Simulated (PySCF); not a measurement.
## Zn²⁺: excitation energy

Zn²⁺ [Ar] 3d10 (1S) → Zn²⁺ [Ar] 3d9 4s1, s spin flipped, as a difference of total energies. Computed with PySCF 2.14 in x2c-TZVPPall with one added diffuse shell each of s, p, d, f type (7s6p5d3f1g, 80 functions), with scalar relativity by spin-free X2C-1e. Correlated levels: valence: [Ar] frozen; valence and next inner shell: [Ne] frozen. The calculations carry no spin-orbit coupling.

```csv
method,excitation energy (eV)
UHF,8.310
LDA,10.017
PBE,9.695
PBE0,9.562
r2SCAN,9.480
revPBE,9.720
PBEsol,9.857
wB97M-V,9.805
PW91,9.712
MP2 (valence),10.439
SCS-MP2 (valence),10.186
MP2 (valence and next inner shell),10.853
SCS-MP2 (valence and next inner shell),10.548
```

**Question.** How much does correlation contribute at MP2 (valence and next inner shell)?

**Answer.** 10.853 − (8.310) = 2.543 eV, measured against UHF.

The upper determinant mixes two multiplicities, so it lies between the two terms.
